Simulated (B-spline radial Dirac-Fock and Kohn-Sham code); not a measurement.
**Dipole and non-dipole photoemission parameters of Se³⁺ 3d3/2**

System: Se³⁺, [Ar] 3d10 4s2 4p1; threshold 102.8 eV (orbital energy of the model). Level of theory: Dirac-Hartree-Slater photoionisation with a Latter tail; cross sections with all multipoles, angular parameters from the dipole term and its interference with E2; a radial finite-basis atomic code.

For linearly polarised light dσ/dΩ = σ/(4π) [1 + β P₂(cos θ) + (δ + γ cos²θ) sin θ cos φ], with θ from the polarisation vector and φ the angle between the beam and the projection of the electron momentum on the plane normal to the polarisation.

```
hν (eV)   σ (kb)      β       γ      δ
    128     2730  0.189  -0.011  0.009
    139     2760  0.276  -0.013  0.011
    171     2480  0.517  -0.010  0.015
    200     2120  0.680  -0.003  0.018
    207     2030  0.712  -0.001  0.019
    253     1500  0.880   0.012  0.022
    317      971  1.023   0.036  0.026
    543      269  1.205   0.139  0.038
    563      244  1.210   0.149  0.039
    765      103  1.223   0.245  0.048
    800     90.7  1.221   0.262  0.050
    839     78.7  1.217   0.279  0.051
   1010     44.7  1.194   0.353  0.059
   1150     29.7  1.169   0.409  0.066
   1470     13.3  1.106   0.520  0.081
   1540        ?      ?       ?      ?
   2000     4.65  1.005   0.662  0.108
   3230    0.819  0.822   0.869  0.170
   4330    0.269  0.711   0.982  0.223
   4870    0.170  0.669   1.024  0.248
 5414.7    0.112  0.631   1.060  0.273
   6020   0.0736  0.595   1.094  0.300
 8047.8   0.0227  0.498   1.179  0.384
 9251.7   0.0127  0.454   1.212  0.431
   9940  0.00942  0.431   1.226  0.457
  10900  0.00639  0.402   1.240  0.493
  15000  0.00163  0.309   1.253  0.630
```

Problem. Give the values at 1540 eV.

Solution. σ = 11.4 kb, β = 1.092, γ = 0.541, δ = 0.085.

Values without a named source are computed, but for edge energies of neutral atoms, which are taken from tables.
